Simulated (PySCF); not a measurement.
**Stretching CdTe⁺**

Set-up: basis Cd def2-TZVPPD with ECP28, Te def2-TZVPPD with ECP28; scalar-relativistic core potentials; PySCF 2.14. Energies in eV from Cd⁺ + Te in their ground configurations at the same level. State: ²Π (doublet), unpaired electrons π ↑.

All columns are PBE0. A positive dipole points towards Te; it is taken about the centre of mass and depends on that origin.

| R (Å) | E (eV) | μ (D) | Mulliken charge on Cd (basis-dependent) | HOMO (eV) | LUMO (eV) | Mayer bond order | ⟨S²⟩ |
| --- | --- | --- | --- | --- | --- | --- | --- |
| 2.280 | -1.067 | -4.02 | 0.68 | -11.97 | -9.84 | 1.50 | 0.76 |
| 2.386 | -1.537 | -4.17 | 0.70 | -11.82 | -9.68 | 1.42 | 0.76 |
| 2.492 | -1.784 | -4.29 | 0.71 | -11.69 | -9.53 | 1.35 | 0.76 |
| 2.571 | -1.866 | -4.35 | 0.72 | -11.60 | -9.43 | 1.30 | 0.76 |
| 2.651 | -1.886 | -4.40 | 0.73 | -11.52 | -9.46 | 1.25 | 0.76 |
| 2.731 | -1.858 | -4.43 | 0.74 | -11.45 | -9.53 | 1.21 | 0.76 |
| 2.837 | -1.772 | -4.44 | 0.74 | -11.38 | -9.62 | 1.15 | 0.77 |
| 2.969 | -1.615 | -4.41 | 0.74 | -11.31 | -9.73 | 1.09 | 0.78 |
| 3.128 | -1.394 | -4.32 | 0.74 | -11.24 | -9.85 | 1.00 | 0.82 |
| 3.340 | -1.102 | -4.21 | 0.73 | -11.15 | -10.01 | 0.84 | 0.94 |

A fit through these points gives, at Re = 2.640 Å, μ = -4.40 D and dμ/dR = -0.529 D/Å; the reduced mass is 60.69 u.

Q: How strong is the fundamental in the double-harmonic approximation, I = 42.26·(dμ/dR)²/μred km/mol?

A: I = 42.26·(-0.529)²/60.69 = 0.195 km/mol at PBE0.

⟨S²⟩ of the unrestricted solution departs from its pure value on part of the curve, where spin states mix. Spin–orbit coupling is left out, which matters for elements this heavy, above all for dissociation energies. For an ion De counts to the pair picked by the measured ionisation energies or electron affinities, which need not be the lowest pair at this level. The state is the lowest determinant that a PBE0 search found; another state may lie lower at other levels.
